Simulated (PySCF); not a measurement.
C4H9O, SMILES CCC[CH]O, multiplicity 2.

Geometry optimised at r2SCAN-D4/def2-SVP. The isomer is the one that the SMILES or the coordinates give; other isomers of the formula were not compared. The values are those of a single conformer.

Calculation: TDA-PBE/def2-SVPD run with PySCF 2.14.0.

Vertical excitations. Gas-phase values at a fixed geometry.

```json
[
 {"state": "root 1", "energy (eV)": "3.16", "λ (nm)": "392", "f": "0.002", "main pairs": "α HOMO→LUMO 100 %"},
 {"state": "root 2", "energy (eV)": "3.88", "λ (nm)": "319", "f": "0.001", "main pairs": "α HOMO→LUMO+1 100 %"},
 {"state": "root 3", "energy (eV)": "4.44", "λ (nm)": "279", "f": "0.008", "main pairs": "α HOMO→LUMO+2 100 %"},
 {"state": "root 4", "energy (eV)": "4.59", "λ (nm)": "270", "f": "0.008", "main pairs": "α HOMO→LUMO+3 100 %"},
 {"state": "root 5", "energy (eV)": "4.96", "λ (nm)": "250", "f": "0.003", "main pairs": "α HOMO→LUMO+4 100 %"},
 {"state": "root 6", "energy (eV)": "5.43", "λ (nm)": "228", "f": "0.003", "main pairs": "α HOMO→LUMO+5 99 %"},
 {"state": "root 7", "energy (eV)": "5.80", "λ (nm)": "214", "f": "0.005", "main pairs": "α HOMO→LUMO+6 99 %"},
 {"state": "root 8", "energy (eV)": "5.93", "λ (nm)": "209", "f": "0.002", "main pairs": "β HOMO→LUMO 98 %"},
 {"state": "root 9", "energy (eV)": "5.96", "λ (nm)": "208", "f": "0.012", "main pairs": "α HOMO→LUMO+7 87 %, β HOMO−1→LUMO 10 %"},
 {"state": "root 10", "energy (eV)": "6.13", "λ (nm)": "202", "f": "0.015", "main pairs": "α HOMO→LUMO+7 9 %, α HOMO→LUMO+8 5 %, β HOMO−1→LUMO 65 %, β HOMO−2→LUMO 15 %"}
]
```
Unrestricted roots are not spin-pure.
